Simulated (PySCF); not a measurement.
**Electron correlation in Sc (scandium, neutral)**

[Ar] 3d1 4s2, 2D determinant. Calculation: PySCF 2.14, in def2-TZVP; the non-relativistic Hamiltonian (point nucleus). Frozen: [Ar]; 3 electrons correlated.

MP2 pair energies summed by pair of shells (mhartree):

```json
{"pair": "4s-4s", "energy": "-19.32", "share (%)": "74.3"}
{"pair": "3d-4s", "energy": "-6.69", "share (%)": "25.7"}
```

Total MP2 correlation energy: -26.00 mhartree.

Same-spin part -2.49 and opposite-spin part -23.52 mhartree; SCS-MP2 scales them by 1/3 and 6/5 to -29.05 mhartree.
